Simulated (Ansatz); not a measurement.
`CNBBr` at its PBE0-D4/def2-TZVP geometry, where that method's forces vanish. The species carries charge 0 and has multiplicity 1.

```xyz
9

C     1.1641   -0.2050    0.2740
N    -0.0325    0.3389   -0.3274
B    -1.3250   -0.0463   -0.0436
Br   -2.7967    0.8089   -0.9619
H     1.7322    0.5683    0.7988
H     1.8156   -0.6598   -0.4775
H     0.8854   -0.9730    0.9948
H     0.1268    1.0628   -1.0119
H    -1.5699   -0.8950    0.7548
```

Q: What forces (eV/Å) does ωB97M-V/def2-TZVPP give on these atoms in Ansatz? (Estimate.)

A: The calculation gave: 
```
C1   0.304 -0.126  0.141
N2  -0.161  0.145 -0.150
B3  -0.025 -0.152  0.144
Br4 -0.053  0.039 -0.041
H5  -0.054 -0.075 -0.045
H6  -0.062  0.039  0.073
H7   0.026  0.059 -0.055
H8  -0.020 -0.032  0.030
H9   0.045  0.104 -0.096
```
